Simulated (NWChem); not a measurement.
System: C2H9NSi; SMILES CNC[SiH3]

Input file for NWChem:

```
start job
memory heap 200 mb stack 900 mb global 1100 mb
geometry units angstroms noautoz
  C      0.733899    -1.849217     0.192412
  N     -0.489361    -1.278196    -0.342267
  C     -0.898748    -0.011283     0.257930
  Si     0.199146     1.537050    -0.080750
  H      0.962981    -2.798343    -0.332780
  H      0.591645    -2.096238     1.266956
  H      1.644172    -1.197053     0.128944
  H     -0.417975    -1.178478    -1.361595
  H     -1.925973     0.241167    -0.088076
  H     -0.989753    -0.148839     1.358926
  H      0.329710     1.722998    -1.571855
  H      1.588137     1.411009     0.486676
  H     -0.434097     2.773837     0.504072
end
basis spherical
  C library 6-31+g*
  N library 6-31+g*
  Si library 6-31+g*
  H library 6-31+g*
end
dft
  xc b3lyp
  iterations 150
  vectors input atomic output neutral.movecs
end
task dft energy
charge 1
dft
  odft
  mult 2
  vectors input atomic output cation.movecs
end
task dft energy
charge -1
dft
  odft
  mult 2
  vectors input atomic output anion.movecs
end
task dft energy
```

Output (shortened):

```
             Northwest Computational Chemistry Package (NWChem) 7.3.0
             --------------------------------------------------------

 C1  symmetry detected

                             Geometry "geometry" -> ""
                             -------------------------

 Output coordinates in angstroms (scale by  1.889725989 to convert to a.u.)

  No.       Tag          Charge          X              Y              Z
 ---- ---------------- ---------- -------------- -------------- --------------
    1 C                    6.0000     0.70229419    -1.87300522     0.14102768
    2 N                    7.0000    -0.52591668    -1.26320750    -0.33642014
    3 C                    6.0000    -0.88152623     0.00144138     0.30162983
    4 Si                  14.0000     0.24023680     1.52952074    -0.05055143
    5 H                    1.0000     0.88832955    -2.81717019    -0.40950725
    6 H                    1.0000     0.59451222    -2.13688971     1.21557336
    7 H                    1.0000     1.62514531    -1.24145784     0.05479118
    8 H                    1.0000    -0.49044384    -1.14592828    -1.35576134
    9 H                    1.0000    -1.91456849     0.28460862    -0.00049986
   10 H                    1.0000    -0.93445327    -0.15474055     1.40263014
   11 H                    1.0000     0.31921514     1.74052154    -1.54194636
   12 H                    1.0000     1.64607212     1.35996118     0.46133842
   13 H                    1.0000    -0.34031501     2.76964042     0.58009770

 Effective nuclear repulsion energy (a.u.)     171.3050556437

                                 NWChem DFT Module
                                 -----------------

 Summary of "ao basis" -> "ao basis" (spherical)
 ------------------------------------------------------------------------------
       Tag                 Description            Shells   Functions and Types
 ---------------- ------------------------------  ------  ---------------------
 C                          6-31+g*                  8       18   4s3p1d
 N                          6-31+g*                  8       18   4s3p1d
 Si                         6-31+g*                 10       22   5s4p1d
 H                          6-31+g*                  2        2   2s

            General Information
            -------------------
          SCF calculation type: DFT
          Wavefunction type:  closed shell.
          No. of atoms     :    13
          No. of electrons :    42
           Alpha electrons :    21
            Beta electrons :    21
          Charge           :     0
          Spin multiplicity:     1
          Use of symmetry is: off; symmetry adaption is: off
          Maximum number of iterations: 150
          AO basis - number of functions:    94
                     number of shells:    52
          Convergence on energy requested:  1.00D-06
          Convergence on density requested:  1.00D-05
          Convergence on gradient requested:  5.00D-04

              XC Information
              --------------
                         B3LYP Method XC Potential
                     Hartree-Fock (Exact) Exchange  0.200
                        Slater Exchange Functional  0.800 local
                    Becke 1988 Exchange Functional  0.720 non-local
              Lee-Yang-Parr Correlation Functional  0.810
                  VWN I RPA Correlation Functional  0.190 local

             Grid Information
             ----------------
          Grid used for XC integration:  medium
          Radial quadrature: Mura-Knowles
          Angular quadrature: Lebedev.
          Tag              B.-S. Rad. Rad. Pts. Rad. Cut. Ang. Pts.
          ---              ---------- --------- --------- ---------
          C                   0.70       49          14.0       434
          N                   0.65       49          12.0       434
          Si                  1.10       88          13.0       590
          H                   0.35       45          14.0       434
          Grid pruning is: on
          Number of quadrature shells:   640
          Spatial weights used:  Erf1

      Superposition of Atomic Density Guess
      -------------------------------------

 Sum of atomic energies:        -422.92449641

      Non-variational initial energy
      ------------------------------

 Total energy =    -425.151267
 1-e energy   =    -919.515132
 2-e energy   =     323.058809
 HOMO         =      -0.254405
 LUMO         =       0.033604

   convergence    iter        energy       DeltaE   RMS-Dens  Diis-err
 ---------------- ----- ----------------- --------- --------- ---------
 d= 0,ls=0.0,diis     1   -425.8086597705 -5.97D+02  1.04D-02  3.51D-01
 d= 0,ls=0.0,diis     2   -425.8406648779 -3.20D-02  6.01D-03  1.02D-01
 d= 0,ls=0.0,diis     3   -425.8457086504 -5.04D-03  1.93D-03  6.54D-02
 d= 0,ls=0.0,diis     4   -425.8525657100 -6.86D-03  4.13D-04  7.65D-04
 d= 0,ls=0.0,diis     5   -425.8526582905 -9.26D-05  1.06D-04  7.98D-05
  Resetting Diis
 d= 0,ls=0.0,diis     6   -425.8526688626 -1.06D-05  2.67D-05  4.88D-06
 d= 0,ls=0.0,diis     7   -425.8526695321 -6.70D-07  8.78D-06  2.06D-07

         Total DFT energy =     -425.852669532097
      One electron energy =     -923.641262801605
           Coulomb energy =      368.510615854195
    Exchange-Corr. energy =      -42.027078228387
 Nuclear repulsion energy =      171.305055643700

 Numeric. integr. density =       42.000011484607

                       DFT Final Molecular Orbital Analysis
                       ------------------------------------

 Vector   19  Occ=2.000000D+00  E=-3.421436D-01
              MO Center=  2.0D-01,  1.6D+00,  1.4D-01, r^2= 3.3D+00
   Bfn.  Coefficient  Atom+Function         Bfn.  Coefficient  Atom+Function
  ----- ------------  ---------------      ----- ------------  ---------------
    61      0.310428   4 Si px               94     -0.258667  13 H  s
    93     -0.228880  13 H  s                92      0.208986  12 H  s
    91      0.184730  12 H  s                39     -0.170590   3 C  px
    63     -0.167716   4 Si pz               90      0.131277  11 H  s
    57     -0.127970   4 Si px               62     -0.127096   4 Si py

 Vector   20  Occ=2.000000D+00  E=-3.370570D-01
              MO Center=  3.8D-01,  1.2D+00, -3.8D-01, r^2= 3.2D+00
   Bfn.  Coefficient  Atom+Function         Bfn.  Coefficient  Atom+Function
  ----- ------------  ---------------      ----- ------------  ---------------
    63      0.311696   4 Si pz               90     -0.289880  11 H  s
    89     -0.248674  11 H  s                92      0.219950  12 H  s
    91      0.189064  12 H  s                41     -0.169288   3 C  pz
    62     -0.144371   4 Si py               59     -0.127924   4 Si pz
    61      0.121654   4 Si px               87     -0.121075  10 H  s

 Vector   21  Occ=2.000000D+00  E=-2.185023D-01
              MO Center= -4.0D-01, -8.8D-01, -1.3D-01, r^2= 2.8D+00
   Bfn.  Coefficient  Atom+Function         Bfn.  Coefficient  Atom+Function
  ----- ------------  ---------------      ----- ------------  ---------------
    21      0.371429   2 N  px               22      0.330837   2 N  py
    25      0.295538   2 N  px               26      0.256849   2 N  py
    28      0.222961   2 N  s                82     -0.203906   7 H  s
    24     -0.185925   2 N  s                62      0.185864   4 Si py
    29      0.171546   2 N  px               30      0.153837   2 N  py

 Vector   22  Occ=0.000000D+00  E=-7.028618D-03
              MO Center= -4.4D-01,  2.5D-01, -1.4D-01, r^2= 1.2D+01
   Bfn.  Coefficient  Atom+Function         Bfn.  Coefficient  Atom+Function
  ----- ------------  ---------------      ----- ------------  ---------------
    68      3.218119   4 Si s                46     -2.448961   3 C  s
    48     -0.931432   3 C  py               70     -0.915288   4 Si py
    28     -0.706069   2 N  s                69     -0.709396   4 Si px
    47     -0.608968   3 C  px               66     -0.502635   4 Si py
    10      0.424735   1 C  s                42     -0.383735   3 C  s

 Vector   23  Occ=0.000000D+00  E= 1.259627D-02
              MO Center=  1.3D+00,  2.1D+00, -3.4D-01, r^2= 1.0D+01
   Bfn.  Coefficient  Atom+Function         Bfn.  Coefficient  Atom+Function
  ----- ------------  ---------------      ----- ------------  ---------------
    64      1.104152   4 Si s                69     -0.705414   4 Si px
    70     -0.694319   4 Si py               68     -0.450197   4 Si s
    42     -0.401173   3 C  s                46     -0.372610   3 C  s
    10     -0.333437   1 C  s                48     -0.311689   3 C  py
    71      0.267413   4 Si pz               60      0.227456   4 Si s

 Vector   24  Occ=0.000000D+00  E= 1.882635D-02
              MO Center=  6.1D-02, -2.3D-01,  2.2D-01, r^2= 1.2D+01
   Bfn.  Coefficient  Atom+Function         Bfn.  Coefficient  Atom+Function
  ----- ------------  ---------------      ----- ------------  ---------------
    28      1.844463   2 N  s                46     -1.630511   3 C  s
    68      1.487806   4 Si s                10     -1.310027   1 C  s
    13      0.704952   1 C  pz               71      0.524619   4 Si pz
    11      0.507201   1 C  px               49      0.493497   3 C  pz
    47     -0.462359   3 C  px               24      0.454652   2 N  s

     Multipole analysis of the density
     ---------------------------------

     L   x y z        total         alpha         beta         nuclear
     -   - - -        -----         -----         ----         -------
     0   0 0 0     -0.000000    -21.000000    -21.000000     42.000000

     1   1 0 0      0.116762      0.058381      0.058381      0.000000
     1   0 1 0     -0.033576     -0.016788     -0.016788     -0.000000
     1   0 0 1     -0.063959     -0.031979     -0.031979      0.000000

[...]
```

Level: B3LYP/6-31+G* (spherical d), vertical spin-unrestricted ions. Structure relaxed at the PBE-D3(BJ)/def2-SVP level. B3LYP is NWChem's, with the RPA form of VWN correlation.
